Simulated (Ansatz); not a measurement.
The same molecule with X = S, Se, Te. Ansatz, PBE0-D4/def2-TZVP geometries, multiplicity 1.

Elements past krypton have def2 core potentials. Scalar relativity is left out up to krypton.

| X | molecule | mean X–B bond length / Å | mean X–C bond length / Å | size of the dipole moment (PBE/def2-TZVPP) / D | LUMO energy (ωB97M-V/def2-TZVPP) / eV | zero-point energy (PBE0-D4/def2-TZVP) / kJ/mol |
| --- | --- | --- | --- | --- | --- | --- |
| S | `BSC` | 1.749 | 1.809 | 1.80 | 0.88 | 157.1 |
| Te | `B[Te]C` | 2.085 | 2.142 | 1.58 | 0.38 | 150.6 |

(1) Give the row for X = Se, `B[Se]C`. (Estimate.)

Results:

(1) Computed: 
| X | molecule | mean X–B bond length / Å | mean X–C bond length / Å | size of the dipole moment (PBE/def2-TZVPP) / D | LUMO energy (ωB97M-V/def2-TZVPP) / eV | zero-point energy (PBE0-D4/def2-TZVP) / kJ/mol |
| --- | --- | --- | --- | --- | --- | --- |
| Se | `B[Se]C` | 1.884 | 1.951 | 1.68 | 0.68 | 154.0 |

From S to Te the mean X–B bond length rises at each step, by 0.336 Å in all; the mean X–C bond length rises at each step, by 0.333 Å in all; the LUMO energy (ωB97M-V/def2-TZVPP) falls at each step, by 0.50 eV in all; the zero-point energy (PBE0-D4/def2-TZVP) falls at each step, by 6.5 kJ/mol in all. Bonds lengthen as the atom grows down the group. Dipoles are sizes alone, and their direction can turn along the series.
